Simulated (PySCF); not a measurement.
Compound: pivaloyl chloride, C₅H₉ClO.
Atom-mapped SMILES: `[CH3:1][C:2]([CH3:3])([CH3:4])[C:5](=[O:6])[Cl:7]` (hydrogens: H8, H9, H10 on C1; H11, H12, H13 on C3; H14, H15, H16 on C4)

A linear-response calculation (PySCF, def2-SVPD basis, gas phase, vertical, core orbitals frozen in the response) gave these numbers; the functional is withheld.

Orbital energies (eV): HOMO-3 -11.40, HOMO-2 -10.65, HOMO-1 -10.55, HOMO -9.81, LUMO 0.13, LUMO+1 1.06, LUMO+2 1.42.

| state | E (eV) | f | main configurations (H = HOMO, L = LUMO) |
| --- | --- | --- | --- |
| S1 | 5.13 | 0.0004 | H→L (96%) |
| S2 | 6.70 | 0.0000 | H-1→L (98%) |
| S3 | 7.01 | 0.0030 | H-2→L (75%), H→L+2 (14%) |
| S4 | 7.81 | 0.043 | H-1→L+2 (37%), H-1→L+1 (14%), H→L+1 (11%) |
| S5 | 7.93 | 0.0046 | H-2→L+2 (50%), H-2→L+1 (20%), H-3→L (15%) |
| S6 | 7.95 | 0.0010 | H-3→L (81%), H-2→L+2 (9%) |

Triplets, Tamm–Dancoff:

| state | E (eV) | λ (nm) | main configurations (H = HOMO, L = LUMO) |
| --- | --- | --- | --- |
| T1 | 4.61 | 268.9 | H→L (94%) |
| T2 | 5.95 | 208.2 | H-2→L (72%), H-7→L (9%) |
| T3 | 6.54 | 189.5 | H-1→L (96%) |
| T4 | 6.84 | 181.4 | H→L+2 (50%), H→L+1 (18%), H→L+7 (9%) |

Vertical ionisation energy by ΔSCF with the same functional: 10.63 eV. Mean static polarisability: 77.7 au.

Question: Name the functional.
A. PBE0
B. HF
C. CAM-B3LYP
D. PBE

Answer: C. CAM-B3LYP is range-separated, 19% exact exchange at short range and 65% at long range (ω = 0.33 bohr⁻¹). In this run −ε(HOMO) = 9.81 eV differs from the ΔSCF value by -0.82 eV, and S1 differs from the orbital gap of 9.93 eV by -4.80 eV. The ratio −ε(HOMO)/IP is 0.92. Small neutral molecules mostly give 0.85 to 0.93 with CAM-B3LYP, 0.5 to 0.7 with PBE, 0.7 to 0.83 with PBE0; with Hartree–Fock the ratio is 1 or more (Koopmans' value less the relaxation energy is the ΔSCF value).

Computed, not measured: TDDFT CAM-B3LYP/def2-SVPD, vertical, gas phase, core orbitals frozen in the response in PySCF. Geometry: PBE0-D3(BJ)/def2-SVP; no solvent, vibrations or thermal averaging.

Conformer computed: `[CH3:1][C:2]([CH3:3])([CH3:4])[C:5](=[O:6])[Cl:7]`: C1–C2–C5–O6 2°.
